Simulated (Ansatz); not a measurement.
```xyz
10

C     1.7755   -0.1738    0.5709
In   -0.0204    0.8903    0.0729
C    -1.7886   -0.3364   -0.2535
Br   -1.4206   -0.6747   -2.1673
H     2.6656    0.4044    0.3244
H     1.7878   -0.3916    1.6413
H     1.7990   -1.1209    0.0300
H    -0.2073    2.5777   -0.2097
H    -2.7637    0.1419   -0.2231
H    -1.8276   -1.3168    0.2140
```

The species carries charge 0 and has multiplicity 1. In takes the def2 core potential.

List the PBE0/def2-TZVPP orbital energies in eV (the Gaussian-basis code of Ansatz). (Best estimate.)

Computed: Occupied: -13150.09, -1704.97, -1535.54, -1535.46, -1535.45, -279.25, -277.84, -238.79, -179.21, -178.94, -178.92, -128.00, -84.52, -84.18, -84.15, -72.69, -72.62, -72.60, -72.39, -72.39, -22.43, -21.25, -20.99, -20.96, -20.93, -20.87, -18.78, -17.93, -12.18, -11.88, -11.16, -11.13, -10.58, -8.95, -8.06, -7.78, -7.07. Lowest empty: -1.27, -0.23, 0.25, 0.87, 1.58, 1.78, 1.99, 2.96.
